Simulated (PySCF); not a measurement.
but-1-en-3-yne (C4H4), SMILES C#CC=C. Atoms are numbered in the order given.

```xyz
8

C      0.1746    -1.9279     0.0000
C     -0.1153    -0.7359     0.0000
C     -0.4906     0.6372     0.0000
C      0.3755     1.6773     0.0000
H      0.4399    -2.9757     0.0000
H     -1.5774     0.8410     0.0000
H      1.4646     1.5171     0.0000
H      0.0076     2.7142     0.0000
```
Charge 0, spin multiplicity 1.

Geometry optimised at PBE-D3(BJ)/def2-SVP.

Level of theory: r2SCAN/def2-TZVPD (PySCF).

Gas-phase values at a fixed geometry.

The total energy is -154.69068 hartree. The point group is Cs, the highest occupied level comes out as -6.28 eV and the lowest empty level comes out as -1.92 eV. The orbital gap is 4.36 eV, the dipole moment is 0.39 D and the quadrupole, principal values (traceless, Buckingham form, about the centre of nuclear charge) is -6.34, -1.06, 7.40 D·Å. The mean static polarisability comes out as 53.3 bohr³ (7.90 Å³) and the polarisability, principal values is 33.9, 42.4, 83.7 bohr³.
